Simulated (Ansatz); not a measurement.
Ideal-gas functions of `CB1O[SiH2]1` at 500 K and 1 bar, from an Ansatz frequency run at PBE0-D4/def2-TZVP.

Molar mass 71.95 g/mol, point group Cs (symmetry number 1), electronic degeneracy 1, moments of inertia 27.556, 138.427, 156.959 u Å². Harmonic wavenumbers (cm⁻¹, unscaled): 81, 254, 260, 525, 526, 609, 643, 730, 840, 854, 967, 1074, 1305, 1427, 1443, 1479, 2229, 2242, 3044, 3118, 3133.

Use S(trans) = R[1.5 ln M + 2.5 ln T − 1.1517]; rotational temperatures θ = 24.2544 K / I; S(rot) = R[ln(√π/σ · √(T³/θAθBθC)) + 1.5]; for each mode x = 1.438777 ν̃/T, S = R[x/(eˣ − 1) − ln(1 − e⁻ˣ)] and H = RT x/(eˣ − 1); 1 cm⁻¹ = 0.0119627 kJ/mol; R = 8.31446 J/(mol·K).

Q: By hand: the entropy, in J/(mol·K).

A: Translation 172.9. Rotation: θ = 0.8802, 0.1752, 0.1545 K, giving 110.3. Vibration, mode by mode: 20.44, 11.10, 10.92, 5.63, 5.62, 4.64, 4.29, 3.52, 2.74, 2.66, 2.06, 1.61, 0.94, 0.71, 0.68, 0.63, 0.10, 0.10, 0.01, 0.01, 0.01, in all 78.4. Electronic 0.0. Sum 361.6 J/(mol·K).

Q: By hand: H − E and G − E in kJ/mol, counted from the electronic energy.

A: Zero-point energy ½ × 26783 × 0.0119627 = 160.2; thermal vibration 21.6; translation, rotation and pV give 4 RT = 16.6. H − E = 198.4 kJ/mol, and G − E = 198.4 − 500 × 361.6/1000 = 17.6 kJ/mol.

Vibration gives 22 % of the entropy, 20.4 J/(mol·K) of it from the mode under 150 cm⁻¹: soft modes count most, and the harmonic formula is weakest for them.
